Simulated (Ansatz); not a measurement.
Cartesian coordinates in Å:
```
C 0.060 2.882 -1.973
O 0.144 2.226 -0.725
Sn 0.215 0.285 -0.619
F 1.843 -0.277 -1.497
O -1.176 -0.358 -1.831
C -0.966 -1.457 -2.689
C 0.199 -0.393 1.426
C 1.439 0.167 2.109
C 0.222 -1.915 1.418
C -1.071 0.130 2.084
H -0.746 2.482 -2.598
H 1.000 2.811 -2.532
H -0.146 3.939 -1.784
H -1.756 -1.449 -3.446
H -1.024 -2.412 -2.152
H 0.001 -1.414 -3.202
H 1.446 1.259 2.112
H 1.455 -0.169 3.153
H 2.360 -0.180 1.636
H 1.117 -2.311 0.930
H -0.656 -2.337 0.921
H 0.221 -2.281 2.452
H -1.094 -0.199 3.130
H -1.973 -0.252 1.599
H -1.115 1.221 2.079
```

Charge 0, multiplicity 1. Sn takes the def2 core potential.

(1) List the ωB97M-V/def2-TZVPP orbital energies in eV (the Gaussian-basis code of Ansatz). (Best estimate.)

Results:

(1) Computed: Occupied: -676.08, -525.75, -525.75, -282.74, -282.43, -282.34, -281.72, -281.68, -281.65, -143.34, -97.99, -97.93, -97.86, -34.42, -32.29, -31.86, -31.52, -31.50, -31.32, -29.90, -29.46, -25.97, -22.54, -22.50, -21.42, -21.13, -18.62, -17.15, -15.88, -15.47, -15.40, -15.19, -14.92, -14.80, -14.47, -14.35, -14.27, -13.80, -13.77, -13.29, -13.22, -13.15, -12.36, -12.35, -11.41, -10.71, -10.46, -10.28, -9.79. Lowest empty: 1.01, 2.15, 2.29, 2.51, 2.94, 3.63, 3.82, 3.99.
